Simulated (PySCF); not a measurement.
# Zn²⁺: excitation energy

Zn²⁺ [Ar] 3d10 (1S) → Zn²⁺ [Ar] 3d9 4p1 (high-spin determinant), as a difference of total energies. Computed with PySCF 2.14 in aug-cc-pVTZ-DK (8s7p5d3f2g, 93 functions), with scalar relativity by spin-free X2C-1e. Correlated levels: valence: [Ar] frozen. The calculations carry no spin-orbit coupling.

```tsv
method	excitation energy (eV)
UHF	15.298
LDA	17.342
PBE	16.801
PBE0	16.660
r2SCAN	16.523
revPBE	16.743
M06	17.373
B2PLYP	16.932
MN15	17.432
MP2 (valence)	17.744
SCS-MP2 (valence)	17.524
```

How much does correlation contribute at MP2 (valence)?

17.744 − (15.298) = 2.446 eV, measured against UHF.

A first-order spin-orbit estimate (lowest level to lowest level, LS coupling) adds -0.084 eV.

The determinant of the upper state mixes LS terms, which raises its energy above the lowest term, most at the Hartree-Fock and MP2 levels.
